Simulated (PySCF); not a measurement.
Molecule: SMILES C(=C(/C=C\C=C)F)(F)F, C₆H₅F₃.

Bonds (- single, = double, # triple, : aromatic): C1=C2, C2-C3, C3=C4, C4-C5, C5-F6, C5=C7, C7-F8, C7-F9. C1 carries H10, H11; C2 carries H12; C3 carries H13; C4 carries H14. Stereochemistry as in C=C/C=C\C(F)=C(F)F. H11 is cis to C3; H10 is trans to C3.

Frames of a GFN2-xTB Langevin trajectory at 400 K; GIAO PBE0/pcSseg-1 shieldings in PySCF, gas phase, non-relativistic; equivalent atoms averaged within each frame.

Chemical shifts δ = σref − σ; 13C (186.93 ppm), 1H (31.72 ppm) vs TMS; 19F (170.95 ppm) against CFCl3, all at this level. The references are static minima.

How do the shifts (ppm) fluctuate along the trajectory?

Results:


```tsv
time (fs)	C7	C2	C5	C3	C1	C4	F8	F9	F6	H12
optimised geometry	169.0	142.1	141.1	138.2	130.6	118.2	-102.2	-115.5	-195.6	7.53
250	162.7	144.5	143.1	142.9	135.5	110.2	-112.2	-122.0	-183.1	7.45
425	172.5	147.6	138.3	159.1	133.7	121.6	-88.6	-112.9	-188.6	8.20
625	181.4	148.7	140.6	142.6	135.3	112.1	-64.1	-98.3	-191.1	7.89
800	158.8	153.1	136.5	145.4	140.4	116.7	-121.9	-126.5	-193.7	8.16
1000	170.5	142.4	140.5	133.6	139.3	114.3	-105.5	-111.0	-190.8	7.42
mean of frames	169.2	147.3	139.8	144.7	136.9	115.0	-98.4	-114.1	-189.5	7.82
standard deviation	8.8	4.1	2.5	9.2	2.9	4.4	22.7	10.9	4.0	0.38
```

5 frames give an uncertainty of the mean of about the standard deviation over 2.2 at best, since frames this close in time may not be independent; classical motion lacks zero-point vibration, and the reference would need the same averaging.
